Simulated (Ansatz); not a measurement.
Molecule (SMILES): [AsH2] (AsH2), doublet.
Atoms: As1, H2, H3. Bonds: As1-H2, As1-H3.

Basis-set convergence of the highest harmonic wavenumber at CCSD(T) with Ansatz (a quantum-chemistry and plane-wave program). Each level at its own minimum, finite differences of forces, unscaled; the reference is a large set that could be run, not a limit. All functions are spherical. Cores are frozen (with 3d on Ga to Br). Open shells are unrestricted. No added dispersion term, no relativity. Reference: the value in aug-pcseg-2, 2191 cm⁻¹, itself unsure by roughly 5 cm⁻¹ (its mean distance from aug-cc-pVTZ, def2-TZVPPD). Deviations are taken from unrounded values.

```
basis        functions
-----------  ---------
pcseg-0             26
pcseg-1             37
aug-pcseg-1         54
pcseg-2             71
aug-pcseg-2        105
```

Q: Which is the smallest pcseg set listed that can be trusted to 50 cm⁻¹ here, that is, within that of the reference together with its larger relatives (same family, alike in diffuse functions; a set with none to test it counts only in the reference's own line)?

A: The smallest set listed that lies within 50 cm⁻¹ of the reference with all its larger relatives (same family, alike in diffuse functions; a set with none counts only in the reference's own line) is pcseg-1 (37 functions, -16 cm⁻¹ off). Value minus reference: pcseg-0 -326, pcseg-1 -16, aug-pcseg-1 -25, pcseg-2 5, aug-pcseg-2 0 cm⁻¹.
